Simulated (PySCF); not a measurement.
W(S)2(Cl)(NH2) (ClH2NS2W), SMILES [S]=[W]([Cl])(=[S])[NH2], multiplicity 1.

The structure is a stationary point at PBE-D3(BJ)/def2-SVP. The multiplicity is an assumed one; no other spin state was optimised. The structure was generated by enumeration; whether it is a known compound was not checked. The def2 effective core potentials stand for the cores of W; spin–orbit coupling is left out. Other conformers were not sampled.

Level of theory: PySCF with PBE/def2-TZVP.

Symmetry labels are those of the subgroup Cs that the program uses (full group Cs).

Computed valence orbital energies around the gap with their symmetry:
```csv
orbital,symmetry,energy (eV)
HOMO−7,A",-8.99
HOMO−6,A',-8.67
HOMO−5,A",-8.21
HOMO−4,A',-8.06
HOMO−3,A',-7.54
HOMO−2,A",-7.28
HOMO−1,A',-6.85
HOMO,A",-6.25
LUMO,A",-3.66
LUMO+1,A',-3.32
LUMO+2,A',-2.48
LUMO+3,A",-2.44
```
